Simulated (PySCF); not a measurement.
## Bonding in `NB(N)CO`

Species: CH7BN2O.
Numbering: `[NH2:1][B:2]([NH2:3])[CH2:4][OH:5]` (hydrogens: H6, H7 on N1; H8, H9 on N3; H10, H11 on C4; H12 on O5)

Structure used (PBE0-D3(BJ)/def2-SVP), in Å, numbered top down from 1:
```xyz
12
CH7BN2O angstrom
N     -1.0484    1.4565    0.6627
B     -0.3366    0.2544    0.4407
N     -0.9612   -0.9712    0.1218
C      1.2578    0.2327    0.5378
O      1.8490   -0.9086   -0.0636
H     -2.0559    1.5274    0.6730
H     -0.5823    2.3320    0.8496
H     -0.3955   -1.8089    0.0807
H     -1.9568   -1.1289    0.0669
H      1.5444    0.2013    1.6043
H      1.7031    1.1732    0.1483
H      1.5643   -0.9172   -0.9832
```

Bond orders from the PBE0/pcSseg-1 density (PySCF). The structure is a single PBE0-D3(BJ)/def2-SVP conformer in the gas phase; no vibrational or solvent corrections.

(1) How far do the computed orders between heavy atoms stray from the drawn ones?

(2) Give the Mayer order of every bond between heavy atoms, beside its length.

## Answers

(1) The largest departure is 0.253, at B2–N3 (drawn single, 1.253). Drawn single, order above 1.12: N1–B2 (1.231) and B2–N3 (1.253).

(2) 
| bond | drawn as | length (Å) | Mayer order |
| --- | --- | --- | --- |
| N1–B2 | single | 1.415 | 1.231 |
| B2–N3 | single | 1.412 | 1.253 |
| B2–C4 | single | 1.597 | 0.956 |
| C4–O5 | single | 1.419 | 0.922 |

By pair of heavy elements: B–N: lowest N1–B2 (1.231, 1.415 Å), highest B2–N3 (1.253, 1.412 Å).

**Question.** And the bonds to hydrogen?

**Answer.** H–N: 0.93 to 0.95 (4 bonds); C–H: 0.94 to 0.95 (2 bonds); H–O: 0.95 (1 bond).

**Question.** Sum the orders of all bonds at each heavy atom with more than one neighbour and set the sums beside the valence in the SMILES.

**Answer.** N1 3.122 (drawn 3), B2 3.440 (drawn 3), N3 3.128 (drawn 3), C4 3.775 (drawn 4), O5 1.876 (drawn 2). Orders between atoms that aren't bonded are not in these sums.

Mayer orders depend on the basis set.

These values come from a run that also computed NMR shieldings. Time: 8.7 s wall. Hardware: Arm Neoverse V1, one thread (shared host).
